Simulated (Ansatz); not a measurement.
Program: Ansatz. Geometries: PBE0-D4/def2-TZVP. ΔE: electronic, gas phase. CBS: MP2 limit from def2 TZ/QZ plus the TZ coupled-cluster correction, frozen cores. This one scheme is used for every species. DFT in def2-TZVPP. For Zn outer-core shells are correlated without core-valence functions, which leaves a few kJ/mol of doubt a bond. Scalar relativity is left out up to krypton. One conformer a species, not always the lowest.

`Cl[BH][ZnH]` + NH₃ → `NBCl` + `[ZnH2]`  (cleavage of the B–Zn bond)

(1) Is it downhill or uphill in electronic energy at CCSD(T)/CBS, and by how much? (Estimate.)

(2) What do these levels give: LDA (SPW92), revPBE-D4, BLYP-D4, r2SCAN-D4, PBE0-D4, r2SCAN0-D4, B2PLYP, BLYP, BHLYP, HF/def2-SVP, MP2/def2-SVP, SCS-MP2/def2-QZVPP? (An estimate is asked.)

(3) What do rigid-rotor, harmonic-oscillator terms from PBE0-D4/def2-TZVP frequencies (298.15 K, 1 bar) make of the CCSD(T)/CBS value? (Estimate.)

Largest T1 diagnostic among the species: 0.016.

Answers

(1) Ansatz gave: Downhill: ΔE = -154.1 kJ/mol.

(2) The calculation gave: LDA (SPW92) -172.7, revPBE-D4 -156.2, BLYP-D4 -160.7, r2SCAN-D4 -164.5, PBE0-D4 -160.3, r2SCAN0-D4 -166.3, B2PLYP -163.3, BLYP -158.5, BHLYP -168.7, HF/def2-SVP -178.9, MP2/def2-SVP -177.0, SCS-MP2/def2-QZVPP -159.5 kJ/mol.

(3) The calculation gave: ΔZPE = -2.0 kJ/mol, ΔH = -158.7 kJ/mol, ΔS = -22 J/(mol·K), ΔG = -152.1 kJ/mol.

From PBE to PBE0 (25 % exact exchange), in def2-TZVPP and without D4, ΔE moves by −3.9 kJ/mol. At CCSD(T), def2-SVP lies −15.9 kJ/mol from the extrapolated value and def2-TZVPP −4.6 kJ/mol. Leaving LDA and LC-ωPBE aside and taking each functional with its dispersion term where it has one, the values, not all of them listed here, spread over 14.7 kJ/mol, from B97M-V to revPBE-D4. LDA lies −16.8 kJ/mol from PBE without D4.
